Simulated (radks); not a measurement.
The numbers below are computed, except where a source is named.
Tb25+, configuration [Kr] 4d4.

Code: a radial shooting solver on a logarithmic mesh with Libxc functionals. Model: scalar-relativistic Kohn-Sham, BLYP, spin-polarised, spherical densities, finite nucleus; open shells are filled with parallel spins first (spin-orbit coupling, left out, can overturn this in heavy ions); Fermi nuclear charge, rms radius 5.06 fm.

Energy parts (eV):
part                      energy
total                 -310875.36
kinetic                335174.10
electron-nucleus      -726379.46
Hartree                 86492.57
exchange-correlation    -6162.57

Orbitals (lengths in bohr, moments of r in powers of bohr; <r^-3> diverges for s and p1/2):
orbital  occ.  eigenvalue (eV)  <r^-3>
1s up       1        -52662.50       -
1s down     1        -52662.45       -
2s up       1        -9404.837       -
2s down     1        -9401.563       -
2p up       3        -8448.144   12100
2p down     3        -8445.538   12110
3s up       1        -2695.737       -
3s down     1        -2694.102       -
3p up       3        -2400.662    2595
3p down     3        -2398.838    2595
3d up       5        -2020.049   349.6
3d down     5        -2017.301   349.4
4s up       1        -1093.469       -
4s down     1        -1084.468       -
4p up       3        -987.7757   720.7
4p down     3        -978.8695   719.3
4d up       4        -845.4011   91.18
4d down     0        -836.6182   91.09

The highest occupied level is 4d up at -845.40 eV. For comparison, the ionisation energy in NIST's Atomic Spectra Database is 866 eV (theoretical). In exact Kohn-Sham theory the highest level is minus the ionisation energy, but local and semilocal functionals leave it too shallow, through self-interaction and a potential that decays too fast; potentials with the right tail come closer. The spin density at the nucleus is -16.48 e/bohr^3 (1s -1.36, 2s -13.89, 3s -1.96, 4s 0.73). The density falls to 0.001 e/bohr^3 at r = 1.36 bohr. Spin moment in Bohr magnetons: 4. The electron density at the nucleus is 7.209e+05 e/bohr^3 (large components only).
